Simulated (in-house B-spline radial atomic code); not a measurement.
A fraction x of an electron is moved 3p → 3d in the nickel ion Ni⁴⁺, starting from [Ar] 3d6 and keeping the highest spin. Method: scalar-relativistic (X2C) LDA exchange-only, spin-polarised, spherical fractional occupations, Fermi nucleus of rms radius 3.7757 fm. Calculated with an all-electron radial atomic-structure program (B-spline basis).

```json
{"x": "0", "E(x) - E(0) (eV)": "0.0000", "3p down level (eV)": "-127.431", "3d down level (eV)": "-63.616"}
{"x": "0.125", "E(x) - E(0) (eV)": "7.9773", "3p down level (eV)": "-127.532", "3d down level (eV)": "-63.711"}
{"x": "0.25", "E(x) - E(0) (eV)": "15.9554", "3p down level (eV)": "-127.634", "3d down level (eV)": "-63.806"}
{"x": "0.375", "E(x) - E(0) (eV)": "23.9343", "3p down level (eV)": "-127.735", "3d down level (eV)": "-63.899"}
{"x": "0.5", "E(x) - E(0) (eV)": "31.9142", "3p down level (eV)": "-127.835", "3d down level (eV)": "-63.993"}
{"x": "0.625", "E(x) - E(0) (eV)": "?", "3p down level (eV)": "?", "3d down level (eV)": "?"}
{"x": "0.75", "E(x) - E(0) (eV)": "47.8765", "3p down level (eV)": "-128.035", "3d down level (eV)": "-64.178"}
{"x": "0.875", "E(x) - E(0) (eV)": "?", "3p down level (eV)": "?", "3d down level (eV)": "?"}
{"x": "1", "E(x) - E(0) (eV)": "63.8426", "3p down level (eV)": "-128.234", "3d down level (eV)": "-64.362"}
```

What belongs in the row x = 0.625?

An energy change of 39.8949 eV; 3p down at -127.935 eV, 3d down at -64.086 eV.

What belongs in the row x = 0.875?

An energy change of 55.8591 eV; 3p down at -128.135 eV, 3d down at -64.270 eV.

Check Janak's theorem between x = 0.125 and 0.25.

The slope of the energy is 63.82 eV; the orbital levels give 63.82 eV (ε of the receiving orbital less ε of the emptying one, averaged over the two points).
